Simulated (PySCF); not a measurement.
# Computed structure and properties of [Lu(HCN)]3+

System: [Lu(HCN)]3+ (singlet in the valence; each metal's 4f electrons, 14 of them, lie in its core potential, out of spins and levels); start: template (C∞v). Method: PySCF 2.14.0, RKS PBE0, Lu lcecp-1-SVP with ECP60, N def2-SVP, C def2-SVP, H def2-SVP; non-relativistic Hamiltonian with scalar-relativistic core potentials where named; density fitting; no spin-orbit coupling.

Input of the relaxation:

```python
mol = gto.M(atom='''
Lu     0.00000     0.00000    -0.40707
N      0.00000     0.00000     2.03793
C      0.00000     0.00000     3.19793
H      0.00000     0.00000     4.26793''',
    basis={'Lu': 'lcecp-1-SVP', 'N': 'def2-SVP', 'C': 'def2-SVP', 'H': 'def2-SVP'},
    ecp={'Lu': 'lcecp-1-SVP'},
    charge=3, spin=0)
mf = dft.RKS(mol, xc='PBE0')
mf.grids.atom_grid = (50, 194)  # f atoms: unpruned, at least (60, 302)
mf = mf.density_fit()  # fitting sets: Lu AutoAux, N def2-universal-JKFIT, C def2-universal-JKFIT, H def2-universal-JKFIT
mf.conv_tol = 1e-08; mf.max_cycle = 55
mf.kernel(dm0)  # dm0: converged density of the start geometry
# quasi-Newton relaxation in Cartesian coordinates to a largest gradient under 0.00045 Eh/bohr, steps kept in the point group
```

Run from Python with OMP_NUM_THREADS=2; the lines above give its settings. Where DIIS fails, smearing, a level shift and second-order steps follow.
It took 32 s on 2 threads of Intel(R) Xeon(R) Processor @ 2.50GHz (Skylake/Cascade Lake), with other jobs on the host, from the converged density of the start.

Course of the relaxation:

```csv
step,energy above end (eV),largest force component within the symmetry (eV/Å)
0,0.4955,2.527
1,0.1927,1.907
2,0.0722,1.581
3,0.0072,0.447
4,0.0004,0.092
5,0.0000,0.100
6,0.0000,0.051
7,0.0000,0.002
```

Relaxed geometry (C∞v):

```xyz
4

Lu    0.0000    0.0000   -0.1974
N     0.0000    0.0000    1.9473
C     0.0000    0.0000    3.1142
H     0.0000    0.0000    4.2326
```

| contact | Å |
| --- | --- |
| Lu1–N2 (HCN) | 2.145 |

On the finer grid (75, 302):

The HOMO is -27.47 eV, the LUMO is -20.10 eV and the dipole about the centre of mass is 5.56 D. The set of Mulliken populations of Lu1 outside the core potential is s 2.10, p 6.06, d 0.36, f 0.02 and the D3(BJ) dispersion energy (not in the energies) is -0.080 eV.

```csv
atom,Mulliken (e),Löwdin (e),spin (e)
Lu1,2.46,2.31,0.00
N2,-0.17,-0.06,0.00
C3,0.39,0.56,0.00
H4,0.33,0.19,0.00
```

The 4f levels lie in the core potential and are missing.

On the grid (50, 194), as all that follows. Harmonic modes: a minimum; lowest 275 cm⁻¹ (negative: unstable), highest 3139 cm⁻¹, zero-point energy 0.496 eV.

Taking off one HCN (charge 0, singlet; the rest: singlet) in vacuum, both parts rigid, costs 6.26 eV; the small basis without counterpoise inflates it. Parting with an electron moved from the ligand to the metal can be far cheaper, even downhill.

Rigid scan of HCN along the line from its metal:

```csv
distance to N2 (Å),energy (eV)
1.84,1.091
1.94,0.416
2.04,0.090
2.14,0.000
2.24,0.067
2.34,0.236
2.54,0.733
```

One start shape was tried, so this needn't be the lowest isomer.

An lcecp potential fixes the number of 4f electrons, so in runs with it no electron can move into or out of that shell.
